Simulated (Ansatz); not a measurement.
Mulliken charges of Cl₂H₂S₂Si (`S[Si](S)(Cl)Cl`) from ωB97M-V/def2-TZVPP in Ansatz (PBE0-D4/def2-TZVP geometry).

```json
{"atom": "S1", "x (Å)": "-1.996", "y (Å)": "0.316", "z (Å)": "0.567", "charge (e)": "-0.191"}
{"atom": "Si2", "x (Å)": "0.055", "y (Å)": "0.388", "z (Å)": "0.077", "charge (e)": "0.464"}
{"atom": "S3", "x (Å)": "0.922", "y (Å)": "-1.486", "z (Å)": "0.522", "charge (e)": "-0.194"}
{"atom": "Cl4", "x (Å)": "0.399", "y (Å)": "0.839", "z (Å)": "-1.887", "charge (e)": "-0.172"}
{"atom": "Cl5", "x (Å)": "0.823", "y (Å)": "1.911", "z (Å)": "1.193", "charge (e)": "-0.166"}
{"atom": "H6", "x (Å)": "-2.230", "y (Å)": "-0.715", "z (Å)": "-0.265", "charge (e)": "0.130"}
{"atom": "H7", "x (Å)": "2.028", "y (Å)": "-1.254", "z (Å)": "-0.207", "charge (e)": "0.128"}
```

Question: By hand: the dipole of these point charges (1 e Å = 4.8032 D).

Answer: Σ q r = (-0.008, -0.307, -0.108) e Å, of length 0.326 e Å = 1.57 D.

Question: How does the dipole of the full density compare? (Best estimate.)

Answer: Ansatz gave: (0.023, -0.226, -0.125) e Å, 1.25 D; the point charges give 1.26 times that, at 12° from its direction.

Point charges leave out the atoms' own dipoles, such as those of lone pairs, and Mulliken's split depends on the basis, so the two needn't agree.
